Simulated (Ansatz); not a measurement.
Ansatz (a first-principles code) input for C4H2BrCl, SMILES C#C/C=C(/Cl)Br, CAM-B3LYP/def2-SVPD. The structure is a stationary point at B3LYP-D3(BJ)/def2-SVP. The structure was generated by enumeration; whether it is a known compound was not checked.

Ansatz 0.2 input:
```yaml
crystal:
  periodic: [false, false, false]
  atoms:
    - {symbol: C, position_ang: [0.58195084, 3.27647340, 0.00000000]}
    - {symbol: C, position_ang: [0.93674206, 2.11495514, -0.00000000]}
    - {symbol: C, position_ang: [1.39229521, 0.77400264, -0.00000000]}
    - {symbol: C, position_ang: [0.59564232, -0.31575496, 0.00000000]}
    - {symbol: Cl, position_ang: [1.25571697, -1.91406981, -0.00000000]}
    - {symbol: Br, position_ang: [-1.28906251, -0.21303509, -0.00000000]}
    - {symbol: H, position_ang: [0.25719214, 4.29982091, -0.00000000]}
    - {symbol: H, position_ang: [2.47302454, 0.59753656, -0.00000000]}
basis:
  gaussian:
    orbitals: def2-SVPD
hamiltonian:
  xc: {name: CAM-B3LYP}
```

Output:

```
WARN ansatz: RAYON_NUM_THREADS=1 ignored (pool sized by the plan → 1); use --threads N
Functional definition: CAM-B3LYP
integrals: 0.15 GiB planned
1554 factors; their error is unknown
integrals: 0.18 GiB planned
488 factors; integrals over basis functions are off by at most 2.7e-5 eV
mean field: 1.32 GiB planned
mean field evaluation 1: about -86728.7629 eV, gradient 3.8e1 eV
mean field evaluation 2: about -86728.2995 eV, gradient 4.2e1 eV
mean field evaluation 4: about -86732.7304 eV, gradient 3.0e0 eV
mean field evaluation 8: about -86732.7564 eV, gradient 1.6e-1 eV
mean field evaluation 16: about -86732.9049 eV, gradient 1.7e-4 eV
mean field -86732.90487582 eV, -3187.3754645118 hartree, gradient 5.8e-5 eV, S^2 0.000000; 0 other end points of the search recorded, 0 dependent functions left out
reference -86732.90501429 eV, -3187.3754696005 hartree; 39, 39 occupied and 125, 125 virtual orbitals, 1554 factors
Total energy: -86732.90501429 eV, -3187.3754696005 hartree
```

The calculation finished and met its thresholds.
